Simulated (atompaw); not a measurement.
Before and after: PAW (atompaw) potential for aluminium

```
Element                 : Al (Z = 13)
Generator               : atompaw 4.2.0.5
Type                    : PAW
Functional              : LDA (PW92)
Relativity              : non-relativistic
Frozen core             : [Ne]
Valence charge          : 3
Reference configuration : 3s2 3p1
Partial waves           : 3s (bound); 3s channel at 1 Ry; 3p (bound); 3p channel at 0.75 Ry; 3d channel at 0.5 Ry; 3d channel at 1.15 Ry
Local potential         : bessel scheme, radius 1.55 bohr
Core correction         : smooth core density matched at 1.70 bohr
Augmentation charge     : sinc compensation charge, radius 1.90 bohr; PAW radius 2.15 bohr; waves and projectors: bloechl
```

Change: waves 3s (bound): rc 2.15 bohr; 3s channel at 1 Ry: rc 2.15 bohr; 3p (bound): rc 2.15 bohr; 3p channel at 0.75 Ry: rc 2.15 bohr; 3d channel at 0.5 Ry: rc 2.15 bohr; 3d channel at 1.15 Ry: rc 2.15 bohr; augmentation sinc compensation charge, radius 1.90 bohr; PAW radius 2.15 bohr; waves and projectors: custom polynom2 7 10 vanderbiltortho.

Cutoffs: the cutoffs (Ry, on a coarse ladder) from which the occupation-weighted sum of valence levels, in a spherical-Bessel basis at the reference potential, stays within 10 and 1 mRy of its value at 400 Ry; they do not see the model core or the augmentation charge, which bear on the density cutoff.

Task: What does the change do?

Result: Both files are very soft, the changed one slightly softer (loose and tight cutoff 6 and 12 Ry → 6 and 10 Ry on this coarse ladder); the range in which the s phases agree widens (upper end 0.2 → at the end of the scan); the range in which the d phases agree widens (upper end 2.5 → at the end of the scan); neither file shows a bound ghost.

| quantity | base | changed |
| --- | --- | --- |
| cutoff, loose | 6 Ry | 6 Ry |
| cutoff, tight | 12 Ry | 10 Ry |
| bound ghosts | none | none |
| s: phases at 2.16 bohr within 0.05 rad from the reference energy up to (Ry; the scan ends near 5) | 0.2 | to the end of the scan |
| p: phases at 2.16 bohr within 0.05 rad from the reference energy up to (Ry; the scan ends near 5) | 4.6 | 4.4 |
| d: phases at 2.16 bohr within 0.05 rad from the reference energy up to (Ry; the scan ends near 5) | 2.5 | to the end of the scan |
| lowest overlap eigenvalue by channel | s 0.02, p 0.01, d 0.00 | s 0.12, p 0.70, d 1.00 |

 The cutoffs see the waves, projectors and local potential, not the compensation charge or the core.
